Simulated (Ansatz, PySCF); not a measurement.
F5Si, SMILES F[Si-](F)(F)(F)F, charge -1. Atoms are numbered in the order given.

```xyz
6

F      0.0038    -1.6953    -0.0051
Si     0.0000     0.0000    -0.0040
F     -1.4374    -0.0036     0.8299
F      1.4405     0.0028     0.8246
F     -0.0032     0.0008    -1.6659
F     -0.0037     1.6953    -0.0034
```
Charge -1, spin multiplicity 1.

The structure is a stationary point at TPSSh-D3(BJ)/def2-SVPD.

Two levels are set side by side: PBE-D3(BJ)/def2-SVPD (Ansatz, a first-principles code) and TPSSh-D3(BJ)/def2-SVPD (PySCF). Each level has its own optimised geometry; the coordinates shown are those of the second. Frequencies come from the Hessian of PySCF at each geometry. Differences are taken from unrounded values.

| quantity | TPSSh-D3(BJ) | PBE-D3(BJ) | PBE-D3(BJ) minus TPSSh-D3(BJ) |
|---|---|---|---|
| mean bond length (Å) | 1.675 | 1.689 | 0.014 |
| bond F1–Si2 (Å) | 1.695 | 1.709 | 0.014 |
| bond Si2–F3 (Å) | 1.662 | 1.676 | 0.014 |
| bond Si2–F4 (Å) | 1.662 | 1.676 | 0.014 |
| bond Si2–F5 (Å) | 1.662 | 1.676 | 0.014 |
| bond Si2–F6 (Å) | 1.695 | 1.709 | 0.014 |
| highest harmonic wavenumber (cm⁻¹) | 863 | 830 | -33 |
| mean harmonic wavenumber (cm⁻¹) | 505 | 487 | -18 |
| zero-point energy (kcal/mol) | 8.66 | 8.36 | -0.31 |

Exact exchange shortens and stiffens bonds; PBE has none. Differences between two approximate levels are no errors against the true value.
